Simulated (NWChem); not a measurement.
Molecule: C₂H₄ClFSi; SMILES C([SiH](F)Cl)=C

```xyz
9

Si     0.3454    -0.0097     0.3267
F      1.8413    -0.3084    -0.2200
Cl    -0.7650    -1.6959    -0.0699
C     -0.3764     1.4517    -0.5396
C     -0.7164     2.5570     0.1344
H      0.4217     0.2011     1.7922
H     -0.5384     1.4145    -1.6241
H     -0.5778     2.6410     1.2189
H     -1.1509     3.4319    -0.3615
```
Atoms are numbered in this order, from 1.

All runs: NWChem. Medium grid unless said otherwise, to which SCAN and Minnesota functionals are sensitive. The geometry was optimised at PBE0/def2-SVP.

Q: Order these by “orbital gap (eV)”, lowest first: PBE0/def2-TZVP; TPSSh/def2-TZVP; B3LYP/def2-TZVP; r2SCAN/def2-TZVP; M06-2X/def2-TZVP.

A: r2SCAN/def2-TZVP (5.74), TPSSh/def2-TZVP (6.34), B3LYP/def2-TZVP (6.99), PBE0/def2-TZVP (7.45), M06-2X/def2-TZVP (9.61)
